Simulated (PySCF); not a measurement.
## Ce (cerium, neutral) across methods

[Xe] 4f2 6s2, one real determinant (an excited configuration). Calculation: PySCF 2.14, in ANO-RCC-VTZP; the spin-free X2C one-electron Hamiltonian (Gaussian nucleus).

```tsv
method	E (hartree)	mean ε 6s α (eV)	mean ε 6s β (eV)	mean ε 4f α (eV)	Σ⟨r²⟩ (bohr²)	⟨S²⟩
LDA	-8851.95	-3.567	-3.449	-1.114	91.33	2.001
UHF	-8855.88872	-4.625	-4.548	-8.767	98.20	2.003
PBE	-8858.96	-3.444	-3.327	-1.252	92.78	2.001
```

Question: Estimate the same row for PBE0.

Answer: E (hartree) = -8858.98; mean ε 6s α (eV) = -3.896; mean ε 6s β (eV) = -3.800; mean ε 4f α (eV) = -3.136; Σ⟨r²⟩ (bohr²) = 93.41; ⟨S²⟩ = 2.002.

⟨L²⟩ = 23.98 against 30 for a pure H term, so this real determinant mixes terms. Spin-orbit coupling, absent here, splits the open shell strongly.
